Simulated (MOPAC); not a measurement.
MOPAC input (PM3):

```
PM3 1SCF GEO-OK AUX(PRECISION=9) THREADS=1
CdI2

Cd    0.00000000 1    0.00000000 1    0.00000000 1
I    -0.00000000 1   -0.00000000 1   -2.61217300 1
I     0.00000000 1    0.00000000 1    2.61217300 1
```

Output:

```
 *******************************************************************************
 **                                                                           **
 **                              MOPAC v23.2.5                                **
 **                                                                           **
 *******************************************************************************
 ** MOPAC's Digital Object Identifier: https://doi.org/10.5281/zenodo.6511958 **
 **                                                                           **
 ** Please cite the open-source release paper for use of this MOPAC version:  **
 ** J. E. Moussa and J. J. P. Stewart (2026)                                  **
 ** MOPAC: An open-source semiempirical molecular orbital program             **
 ** J. Open Source Softw., 11(119), 8025, https://doi.org/10.21105/joss.08025 **
 *******************************************************************************

                              PM3 CALCULATION RESULTS

 *******************************************************************************
 *  PM3        - The PM3 Hamiltonian to be used
 *  GEO-OK     - OVERRIDE INTERATOMIC DISTANCE AND OTHER SAFETY CHECKS
 *  1SCF       - DO 1 SCF AND THEN STOP
 *  AUX        - OUTPUT AUXILIARY INFORMATION
 *******************************************************************************
PM3 1SCF GEO-OK AUX(PRECISION=9) THREADS=1
 CdI2

   ATOM   CHEMICAL          X               Y               Z
  NUMBER   SYMBOL      (ANGSTROMS)     (ANGSTROMS)     (ANGSTROMS)

     1      Cd          0.00000000  *   0.00000000  *   0.00000000  *
     2       I         -0.00000000  *  -0.00000000  *  -2.61217300  *
     3       I          0.00000000  *   0.00000000  *   2.61217300  *

          CARTESIAN COORDINATES

    NO.       ATOM           X           Y           Z

     1        Cd          0.0000      0.0000      0.0000
     2         I         -0.0000     -0.0000     -2.6122
     3         I          0.0000      0.0000      2.6122

 Cd: (PM3): J. J. P. STEWART, J. COMP. CHEM. 12, 320-341 (1991).
  I: (PM3): J. J. P. STEWART, J. COMP. CHEM. 10, 209 (1989).

           Empirical Formula: Cd I2  =     3 atoms

      MOLECULAR POINT GROUP   :   D*h

      RHF CALCULATION, NO. OF DOUBLY OCCUPIED LEVELS = 8

 -------------------------------------------------------------------------------
 PM3 1SCF GEO-OK AUX(PRECISION=9) THREADS=1
 CdI2

     1SCF WAS SPECIFIED, SO BFGS WAS NOT USED
     SCF FIELD WAS ACHIEVED

                              PM3 CALCULATION
                                                       MOPAC v23.2.5 Linux

          FINAL HEAT OF FORMATION =        -23.68119 KCAL/MOL =     -99.08208 KJ/MOL

          COSMO AREA              =        135.56 SQUARE ANGSTROMS
          COSMO VOLUME            =        119.88 CUBIC ANGSTROMS

          IONIZATION POTENTIAL    =          9.847274 EV
          HOMO LUMO ENERGIES (EV) =         -9.847 -2.572
          NO. OF FILLED LEVELS    =          8
          MOLECULAR WEIGHT        =        366.2190         POINT GROUP:  D*h

          MOLECULAR DIMENSIONS (Angstroms)

            Atom       Atom       Distance
            I     3    I     2     5.22435
            I     3    I     2     0.00000
           Cd     1    I     2     0.00000

          SCF CALCULATIONS        =          1

   ATOM   CHEMICAL          X               Y               Z
  NUMBER   SYMBOL      (ANGSTROMS)     (ANGSTROMS)     (ANGSTROMS)

     1      Cd          0.00000000  *   0.00000000  *   0.00000000  *
     2       I         -0.00000000  *  -0.00000000  *  -2.61217300  *
     3       I          0.00000000  *   0.00000000  *   2.61217300  *

                             CARTESIAN COORDINATES

   1   Cd        0.000000000     0.000000000     0.000000000
   2    I       -0.000000000    -0.000000000    -2.612173000
   3    I        0.000000000     0.000000000     2.612173000

           Empirical Formula: Cd I2  =     3 atoms

      MOLECULAR POINT GROUP   :   D*h

                  EIGENVALUES
 -14.18684 -11.67863 -11.15611 -11.15611 -11.14625 -11.14625 -10.15206  -9.84727
  -2.57176  19.70499  19.70499  19.74743

              NET ATOMIC CHARGES AND DIPOLE CONTRIBUTIONS

  ATOM NO.   TYPE          CHARGE      No. of ELECS.   s-Pop       p-Pop
    1         Cd           1.261009        0.7390     0.72015     0.01884
    2          I          -0.630505        7.6305     1.89974     5.73076
    3          I          -0.630505        7.6305     1.89974     5.73076
 DIPOLE           X         Y         Z       TOTAL
 POINT-CHG.     0.000     0.000     0.000     0.000
 HYBRID        -0.000     0.000    -0.000     0.000
 SUM           -0.000     0.000     0.000     0.000

          ATOMIC ORBITAL ELECTRON POPULATIONS

     Atom    s        px        py        pz
    1 Cd   0.72015   0.00075   0.00075   0.01734
    2  I   1.89974   1.99963   1.99963   1.73151
    3  I   1.89974   1.99963   1.99963   1.73151

 **********************
 *                    *
 * JOB ENDED NORMALLY *
 *                    *
 **********************

 == MOPAC DONE ==
```

The geometry given is a B3LYP-D3(BJ)/def2-TZVP minimum.
